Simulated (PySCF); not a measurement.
Two-dimensional NMR puzzle

Compound of formula C₇H₉NO. Correlations simulated from computed shifts and the bond graph:

HSQC (one-bond C–H):
| δH | δC |
| --- | --- |
| 2.98 | 50.5 |
| 2.88 | 47.1 |
| 2.46 | 23.3 |
| 2.30 | 25.5 |
| 2.15 | 33.1 |
| 2.11 | 25.5 |
| 2.00 | 33.1 |
| 1.68 | 24.2 |
| 1.52 | 24.2 |

COSY cross peaks (H two or three bonds apart, from the bond graph; peaks can be absent where the dihedral angle is near 90°):
| δH | δH |
| --- | --- |
| 2.98 | 2.88 |
| 2.98 | 2.30 |
| 2.98 | 2.11 |
| 2.88 | 2.15 |
| 2.88 | 2.00 |
| 2.46 | 2.15 |
| 2.46 | 2.00 |
| 2.46 | 1.68 |
| 2.46 | 1.52 |
| 2.30 | 2.11 |
| 2.30 | 1.68 |
| 2.30 | 1.52 |
| 2.15 | 2.00 |
| 2.11 | 1.68 |
| 2.11 | 1.52 |
| 1.68 | 1.52 |

HMBC (two and three bonds, from the bond graph):
| δH | δC |
| --- | --- |
| 2.98 | 47.1, 33.1, 25.5, 24.2 |
| 2.88 | 50.5, 33.1, 25.5, 23.3 |
| 2.46 | 126.6, 47.1, 33.1, 25.5, 24.2 |
| 2.30 | 50.5, 47.1, 24.2, 23.3 |
| 2.15 | 126.6, 50.5, 47.1, 24.2, 23.3 |
| 2.11 | 50.5, 47.1, 24.2, 23.3 |
| 2.00 | 126.6, 50.5, 47.1, 24.2, 23.3 |
| 1.68 | 126.6, 50.5, 33.1, 25.5, 23.3 |
| 1.52 | 126.6, 50.5, 33.1, 25.5, 23.3 |

Carbons without hydrogens: δ 126.6.

PySCF 2.14 calculation with GFN2-xTB geometry and NMR shieldings at PBE0/pcSseg-1/GIAO; single conformer, no relativistic terms, gas phase.

Chemical shifts δ = σref − σ; 1H (σ = 31.72 ppm) and 13C (σ = 186.93 ppm) against TMS, all at this level.

Exchangeable hydrogens are left out of these lists.

Problem. Which molecule is this?

Solution. `N#C[C@@H]1CC[C@H]2O[C@H]2C1`.

Atom-mapped SMILES (the numbers label the heavy atoms): `[N:1]#[C:2][C@@H:3]1[CH2:4][CH2:5][C@H:6]2[O:7][C@H:8]2[CH2:9]1` (H(Xn): hydrogen on atom n). Ha(C4), Ha(C5), Ha(C9) are cis to C2 on the ring; Hb(C4), Hb(C5), Hb(C9) are trans to C2 on the ring.

1. δC 126.6 is C2, a nitrile carbon.
2. δC 50.5 is C6, an epoxide ring carbon (δH 2.98).
3. δC 47.1 is C8, an epoxide ring carbon (δH 2.88).
4. δC 33.1 is C9, an sp3 CH2 in a ring (δH 2.15, 2.00).
5. δC 25.5 is C5, an sp3 CH2 in a ring (δH 2.30, 2.11).
6. δC 24.2 is C4, an sp3 CH2 in a ring (δH 1.68, 1.52).
7. δC 23.3 is C3, an sp3 CH α to a nitrile (δH 2.46).
8. HMBC from δH 2.46 reaches the proton-free carbon C2.
9. HMBC from δH 2.15 reaches the proton-free carbon C2.
10. HMBC from δH 2.00 reaches the proton-free carbon C2.
11. HMBC from δH 1.68 reaches the proton-free carbon C2.
12. COSY links 2.98–2.88, 2.98–2.30, 2.98–2.11, 2.88–2.15, 2.88–2.00, 2.46–2.15.

This is the structure that produced the data.

Shifts are as computed. Against solution values, carbons near 30 ppm lie about +3 ppm off and those near 130 ppm about +5 ppm. Of 1211 compounds with measured shifts, 218 miss one by over three times the rms of a fit or turn the order of signals round; such compounds aren't used in these exercises.
